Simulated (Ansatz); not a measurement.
Consider the cleavage of the Ge–B bond: `N[BH][GeH]([OH])[F]` + NH₃ → `[NH2][GeH]([OH])[F]` + `BN`.

Gas-phase electronic energies from Ansatz, PBE0-D4/def2-TZVP geometries. CCSD(T)/CBS is the MP2 limit (def2-TZVPP, def2-QZVPP) plus CCSD(T) − MP2 in def2-TZVPP, frozen cores. This one scheme is used for every species. DFT in def2-TZVPP. B3LYP here is the variant with VWN-RPA as its local correlation; programs differ in this. For Ge outer-core shells are correlated without core-valence functions, which leaves a few kJ/mol of doubt a bond. Scalar relativity is left out up to krypton. One conformer a species, not always the lowest.

`N[BH][GeH]([OH])[F]`:

Cartesian coordinates in Å:
```
N 0.141 1.745 0.380
B -0.724 0.795 -0.122
Ge -0.137 -1.157 0.222
O 0.286 -2.093 -1.225
F 1.371 -0.924 1.112
H -0.004 2.738 0.285
H 0.979 1.495 0.884
H -1.710 1.122 -0.712
H -0.954 -2.149 1.061
H 0.752 -1.573 -1.884
```

NH₃:

```xyz
4

N    -0.220    0.132    0.117
H     0.064   -0.679    0.654
H    -0.432   -0.192   -0.818
H     0.587    0.739    0.046
```

`[NH2][GeH]([OH])[F]`:

Cartesian coordinates in Å:
```
N 0.084 1.366 -0.385
Ge 0.321 -0.376 -0.006
O -0.529 -0.645 1.509
F -0.459 -1.460 -1.134
H -0.865 1.706 -0.322
H 0.537 1.722 -1.212
H 1.796 -0.776 -0.016
H -0.884 -1.536 1.567
```

`BN`:

```xyz
6

B    -0.143   -0.199   -0.637
N     0.147    0.205    0.655
H    -1.288   -0.321   -0.964
H     0.759   -0.417   -1.393
H     1.085    0.327    0.997
H    -0.560    0.404    1.342
```

```csv
level,ΔE (kJ/mol),difference from CCSD(T)/CBS
PBE-D4,-7.0,12.3
r2SCAN-D4,-18.1,1.2
PBE0-D4,-14.2,5.1
B3LYP-D4,-18.1,1.2
ωB97X-V,-22.4,-3.1
ωB97M-V,-21.4,-2.1
B2PLYP,-24.4,-5.1
PBE,-8.7,10.6
r2SCAN,-18.7,0.6
PBE0,-15.8,3.5
B3LYP,-20.7,-1.4
HF/def2-TZVPP,-44.8,-25.5
MP2/def2-TZVPP,-27.5,-8.2
SCS-MP2/def2-TZVPP,-29.7,-10.4
CCSD/def2-TZVPP,-25.8,-6.5
CCSD(T)/def2-TZVPP,-23.3,-4.0
HF/def2-QZVPP,-45.8,-26.5
MP2/def2-QZVPP,-25.5,-6.2
SCS-MP2/def2-QZVPP,-28.3,-9.0
HF/CBS(def2),-45.9,-26.6
MP2/CBS(def2),-23.5,-4.2
CCSD/CBS(def2),-21.8,-2.5
CCSD(T)/CBS,-19.3,0
```

Largest T1 diagnostic among the species: 0.013.

In def2-TZVPP, CCSD(T) changes the Hartree–Fock value by +21.6 kJ/mol (the triples alone add +2.6 kJ/mol) and MP2 by +17.3 kJ/mol. From PBE to PBE0 (25 % exact exchange), in def2-TZVPP and without D4, ΔE moves by −7.1 kJ/mol.
